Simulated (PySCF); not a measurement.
dibromo-chloro-fluoromethane (CBr2ClF), SMILES BrC(Cl)(Br)F. Geometry: B3LYP-D3(BJ)/def2-SVP.

Calculation: B3LYP-D3(BJ)/def2-SVP (PySCF).

Harmonic wavenumbers (cm⁻¹): 159, 194, 263, 305, 340, 462, 727, 787, 1140. Rotational constants (GHz): 1.862, 1.057, 0.8144; symmetry number 1.

**Question.** Work out the zero-point energy and the ideal-gas rigid-rotor harmonic-oscillator thermochemistry at 298.15 K and 1 atm.

**Answer.** ZPE = ½ Σ hcν = ½ × 4378 cm⁻¹ = 26.18 kJ/mol. H − E(el) = 43.75 kJ/mol. Entropy in J/(mol K): translation 176.36, rotation 124.20, vibration 43.09, total 343.65. G − E(el) = -58.71 kJ/mol. Cp = 82.51 J/(mol K).
